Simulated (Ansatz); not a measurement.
Cost and result up the ladder for the cluster Al₃Si (4 atoms). Total charge 0; doublet. Geometry: PBE0-D4/def2-TZVP.

```
atom   x (Å)   y (Å)   z (Å)
 Al1   0.916   0.680  -1.145
 Al2  -0.848  -0.798   1.120
 Al3  -0.898   1.658   0.383
 Si4   0.830  -1.540  -0.359
```

Ansatz on 4 threads of Intel Xeon 6975P-C on a shared host. Times are rough, and most runs start from the orbitals of an earlier one. ωB97M-V/def2-TZVP serves as the yardstick here, not as an exact answer. Binding counts from free atoms at the same level (Al doublet, Si triplet; other spins of the atoms weren't run), without zero-point energy or a counterpoise term.

Another isomer (doublet) lies 0.07 eV lower at PBE0-D4/def2-TZVP; other spin states weren't run for this one.

Run but left out: CCSD(T)/def2-TZVPP (⟨S²⟩ 2.23, where a pure state has 0.75).

```json
{"level": "PBE-D4/def2-TZVP (with forces)", "functions": "148", "wall time": "1.1 s", "binding energy per atom (eV)": "2.06", "difference from ωB97M-V/def2-TZVP (eV)": "0.32"}
{"level": "PBE0-D4/def2-TZVP", "functions": "148", "wall time": "1.8 s", "binding energy per atom (eV)": "1.93", "difference from ωB97M-V/def2-TZVP (eV)": "0.19"}
{"level": "r2SCAN-D4/def2-TZVP", "functions": "148", "wall time": "3.1 s", "binding energy per atom (eV)": "2.01", "difference from ωB97M-V/def2-TZVP (eV)": "0.27"}
{"level": "B97M-V/def2-TZVP", "functions": "148", "wall time": "3.2 s", "binding energy per atom (eV)": "2.05", "difference from ωB97M-V/def2-TZVP (eV)": "0.31"}
{"level": "ωB97M-V/def2-TZVP", "functions": "148", "wall time": "11 s", "binding energy per atom (eV)": "1.74", "difference from ωB97M-V/def2-TZVP (eV)": "0.00"}
```
